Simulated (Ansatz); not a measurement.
**ZnF₂, singlet: energies of several shapes or isomers**

Program: Ansatz, Gaussian basis, development build. Basis def2-SVP, nonrelativistic, 7 orbitals frozen in the corrections; active space CAS(4,4). Restricted Hartree–Fock, then the lowest state-specific CASSCF solution met for each case. A minimal or small basis: far from the basis limit. Single-reference values can break down or jump between states where bonds are stretched. Solutions in different active orbitals can move differences by tenths of an eV and at times more than 1 eV.

Case A:

```xyz
3

F     0.0000    0.0000    1.7420
Zn    0.0000    0.0000    0.0000
F     0.0000    0.0000   -1.7420
```

Case B. A bond is stretched, to 1.46 times the sum of the covalent radii.

```xyz
3

F     0.0000    0.0000    2.6130
Zn    0.0000    0.0000    0.0000
F     0.0000    0.0000   -1.7420
```

Case C. A bond is stretched, to 1.95 times the sum of the covalent radii.

```xyz
3

F     0.0000    0.0000    3.4840
Zn    0.0000    0.0000    0.0000
F     0.0000    0.0000   -1.7420
```

Case D:

```xyz
3

F     0.0000    0.0000    1.8814
Zn    0.0000    0.0000    0.0000
F     0.0000    0.0000   -1.8814
```

Energy less that of case A, in eV:

```csv
case,RHF/ROHF,CASSCF
B,+3.214,+2.822
C,+5.978,+4.242
D,+0.418,+0.350
```

(1) Give the SC-NEVPT2 energies against case A.

(2) Which case is lowest, and do the methods agree?

## Answers

(1) B: +2.856 eV; C: +4.609 eV; D: +0.361 eV.

(2) A is lowest in SC-NEVPT2. Of the methods shown, RHF/ROHF, CASSCF agree.
